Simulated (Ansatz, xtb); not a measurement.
**Isomers of C4H6F4Si in order of energy**

3 gas-phase structures of C4H6F4Si, from a drawn sample of its isomers (lower ones may exist). Each was relaxed with GFN2-xTB; where two conformers were screened, the lower at r2SCAN-D4/def2-SVP is listed:

A. `C/C=C(/CF)[Si](F)(F)F`, a singlet
B. `C/C=C(\CF)[Si](F)(F)F`, a singlet
C. `C/C(F)=C/C(F)(F)[SiH2]F`, a singlet

Make a reasoned guess at their ranking by r2SCAN-D4/def2-SVP single-point energy.

Calculated order at r2SCAN-D4/def2-SVP: A (0.0), B (1.8), C (93.0) kcal/mol.

Energies above the lowest of each column, in kcal/mol; the last columns are at PBE0-D3(BJ)/def2-SVP geometries and were run for some of them only (a dash: not run or not comparable):

```
structure  GFN2-xTB  HF/STO-3G  r2SCAN-D4/def2-SVP  PBE0-D3(BJ)/def2-SVP  CCSD(T)/def2-SVP + ΔMP2/def2-TZVPP
        A       0.0        0.0                 0.0                   0.0                                 0.0
        B       2.4        1.7                 1.8                   1.2                                 1.6
        C      70.0       37.8                93.0                     –                                   –
```

Every level run on A puts it lowest or level with the lowest. Flexible structures stand in one conformer each, not always the lowest. Frequencies (GFN2-xTB) were run for A, B alone. ΔMP2 is the change of the MP2 energy from the smaller to the larger basis.

Programs: Ansatz 0.2.0, xtb 6.7.1.
